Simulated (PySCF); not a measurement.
Species: 4-methylthiane, C6H12S.
Z-matrix (Å and degrees, GFN2-xTB geometry), rows numbered from 1:
```
C 
C   1  1.5263
C   2  1.5312  1  110.37
C   3  1.5196  2  112.26  1   175.75
S   4  1.8193  3  111.28  2    64.34
C   5  1.8190  4   96.61  3   -57.32
C   6  1.5194  5  111.24  4    57.14
H   1  1.0878  2  110.42  3    60.86
H   1  1.0876  2  110.56  3  -179.21
H   1  1.0876  2  110.61  3   -59.12
H   2  1.0974  1  108.54  3   118.72
H   3  1.0925  2  109.35  1   -62.93
H   3  1.0936  2  109.37  1    55.08
H   4  1.0889  3  111.33  2  -178.00
H   4  1.0917  3  111.29  2   -55.93
H   6  1.0890  5  105.72  4   178.02
H   6  1.0916  5  107.82  4   -65.30
H   7  1.0924  2  109.39  1    62.98
H   7  1.0934  2  109.30  1   -55.04
```

Probes without a nucleus sit at each ring's centroid and 1 Å off its mean plane on both sides; NICS is minus the shielding there, NICSzz its component along the normal. Level: GIAO PBE0/pcSseg-1 (PySCF, non-relativistic, gas phase) on the GFN2-xTB geometry, one conformer.

Ring bond lengths (Å), with Mayer bond orders in brackets: C2–C3 1.531 (1.00), C3–C4 1.520 (1.02), C4–S5 1.819 (1.01), S5–C6 1.819 (1.01), C6–C7 1.519 (1.02), C7–C2 1.531 (1.00).

Question: Give the NICS values of each ring in ppm.

Answer: 
```csv
ring,type,NICS(0),"NICS(1), two faces","NICS(1)zz, two faces",rms pucker (Å),"centre to ring atoms, mean (Å)"
C2–C3–C4–S5–C6–C7,6-membered ring with S; formal bonds all single,-2.9,-2.4 / -2.3,2.8 / 4.2,0.28,1.55
```

Question: What can be read from them?

Answer: 
- C2–C3–C4–S5–C6–C7: mean NICS(1)zz 3.5 ppm, deshielded. C2, C3, C4, C6, C7 have four or more neighbours, so the value isn't read as a sign of a π ring current.

Question: How shielded are the nuclei of the rings and their hydrogens (means over atoms taken as equivalent)?

Answer: 
```json
{"atoms": "C2", "environment": "sp3 CH carbon", "σ isotropic (ppm)": "149.7"}
{"atoms": "C3 (×2)", "environment": "ring CH2 carbon", "σ isotropic (ppm)": "146.6"}
{"atoms": "C4 (×2)", "environment": "sp3 carbon bound to sulfur", "σ isotropic (ppm)": "150.1"}
{"atoms": "S5", "environment": "sulfide sulfur", "σ isotropic (ppm)": "503.0"}
{"atoms": "H11", "environment": "methine hydrogen", "σ isotropic (ppm)": "30.68"}
{"atoms": "H12 (×2)", "environment": "methylene hydrogen", "σ isotropic (ppm)": "30.52"}
{"atoms": "H13 (×2)", "environment": "methylene hydrogen", "σ isotropic (ppm)": "29.86"}
{"atoms": "H14 (×2)", "environment": "methylene hydrogen", "σ isotropic (ppm)": "29.18"}
{"atoms": "H15 (×2)", "environment": "methylene hydrogen", "σ isotropic (ppm)": "29.07"}
```
